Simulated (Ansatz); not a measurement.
`F[C]1=[CH][AlH]1` + HCl → `Cl[C]1=[CH][AlH]1` + H–F  (substitution at a C–F bond)

Program: Ansatz. Geometries: PBE0-D4/def2-TZVP. ΔE: electronic, gas phase. CBS: MP2 limit from def2 TZ/QZ plus the TZ coupled-cluster correction, frozen cores. This one scheme is used for every species. DFT in def2-TZVPP.

```tsv
level	ΔE (kcal/mol)
BLYP-D4	-4.4
B97M-V	-3.0
B2PLYP	-4.9
MP2/def2-SVP	-3.3
```

Q: What does CCSD(T)/CBS give? (Best estimate.)

A: Computed: -7.0 kcal/mol. The listed levels differ from it by 2.6, 4.0, 2.1, 3.7 kcal/mol.

Largest T1 diagnostic among the species: 0.015.

In def2-TZVPP, CCSD(T) changes the Hartree–Fock value by −3.5 kcal/mol (the triples alone add −0.6 kcal/mol) and MP2 by −6.6 kcal/mol. At CCSD(T), def2-SVP lies +6.0 kcal/mol from the extrapolated value and def2-TZVPP +1.5 kcal/mol. The D4 term adds −1.3 kcal/mol with B3LYP and −0.7 kcal/mol with PBE0; it sums over pairs of atoms, weighted by their polarisabilities, and B3LYP, whose exchange is more repulsive, gets the larger term.

B3LYP here is the variant with VWN-RPA as its local correlation; programs differ in this.
